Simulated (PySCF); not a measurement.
Reproducing measurements on ethylbenzene

**Measured values to compare with.**

From NIST CCCBDB Release 22 (SRD 101), experimental dipoles, for the gas: dipole moment (dielectric constant against temperature) 0.59 D.

How close the calculation comes is told at the end.

Compound: ethylbenzene, C8H10.
Atom-mapped SMILES: `[CH3:1][CH2:2][c:3]1[cH:4][cH:5][cH:6][cH:7][cH:8]1` (hydrogens: H9, H10, H11 on C1; H12, H13 on C2; H14 on C4; H15 on C5; H16 on C6; H17 on C7; H18 on C8)

Cartesian coordinates in Å at the PBE0-D3(BJ)/def2-SVP level; atoms count from 1:
```
atom  x, y, z in Å
C1    -2.5243   -0.4939   -0.6931
C2    -1.7619    0.1065    0.4853
C3    -0.2726    0.1217    0.2639
C4     0.5200   -0.9724    0.6304
C5     1.8911   -0.9811    0.3818
C6     2.4960    0.1093   -0.2415
C7     1.7198    1.2066   -0.6118
C8     0.3490    1.2091   -0.3608
H9    -3.6097   -0.4952   -0.5088
H10   -2.3363    0.0760   -1.6161
H11   -2.2092   -1.5324   -0.8789
H12   -1.9890   -0.4649    1.4001
H13   -2.1145    1.1349    0.6666
H14    0.0529   -1.8300    1.1236
H15    2.4921   -1.8437    0.6804
H16    3.5714    0.1058   -0.4347
H17    2.1854    2.0683   -1.0966
H18   -0.2536    2.0750   -0.6508
```

Runs made with PySCF (gas phase, on this PBE0-D3(BJ)/def2-SVP geometry; no spin–orbit coupling):

| level | job | basis functions |
| --- | --- | --- |
| PBE0-D3(BJ)/def2-SVP, grid level 1 | geometry optimisation from a GFN2-xTB start | 162 |
| PBE0/pcSseg-1 | shieldings, ring-centre shieldings | 186 |
| BP86/pcSseg-1 | shieldings, ring-centre shieldings | 186 |
| KT2/pcSseg-1 | shieldings, ring-centre shieldings | 186 |
| LDA/pcSseg-1 | shieldings, ring-centre shieldings | 186 |
| OPBE/pcSseg-1 | shieldings, ring-centre shieldings | 186 |
| PBE0/def2-TZVP | shieldings, charges and field gradients | 308 |
| PBE0/6-31G* | 10 singlets by full TDDFT, 4 Tamm–Dancoff triplets, polarisability | 132 |
| PBE0/STO-3G | shieldings, ring-centre shieldings, charges and field gradients | 50 |
| HF/def2-SVPD | 10 singlets by TDHF, 4 Tamm–Dancoff triplets, polarisability, ΔSCF ions | 240 |
| LDA/def2-SVPD | 10 singlets by full TDDFT, 4 Tamm–Dancoff triplets, polarisability, ΔSCF ions | 240 |
| B3LYP/pcJ-1 | spin–spin couplings from 18 perturbed nuclei, spin–dipole term left out | 316 |

All basis functions are spherical.

## Comparison

**Dipole moment.** Measured: 0.59 D (NIST CCCBDB Release 22 (SRD 101), experimental dipoles).

```csv
level,computed (D),computed − measured (D),% (from the printed values)
PBE0-D3(BJ)/def2-SVP,0.37,-0.22,-37
PBE0/pcSseg-1,0.39,-0.20,-34
BP86/pcSseg-1,0.41,-0.18,-31
KT2/pcSseg-1,0.38,-0.21,-36
LDA/pcSseg-1,0.42,-0.17,-29
OPBE/pcSseg-1,0.43,-0.16,-27
PBE0/def2-TZVP,0.38,-0.21,-36
PBE0/6-31G*,0.30,-0.29,-49
PBE0/STO-3G,0.37,-0.22,-37
HF/def2-SVPD,0.38,-0.21,-36
LDA/def2-SVPD,0.43,-0.16,-27
B3LYP/pcJ-1,0.35,-0.24,-41
```

12 of the 29 levels run are shown, the closest and the furthest among them. All 29 levels lie below the measurement. The computed dipoles belong to one fixed geometry; measured ones are averaged over vibrations unless marked μe. Magnitudes are compared, not signs.

The geometry is computed, not the measured one. Where a level misses, the cause wasn't examined.
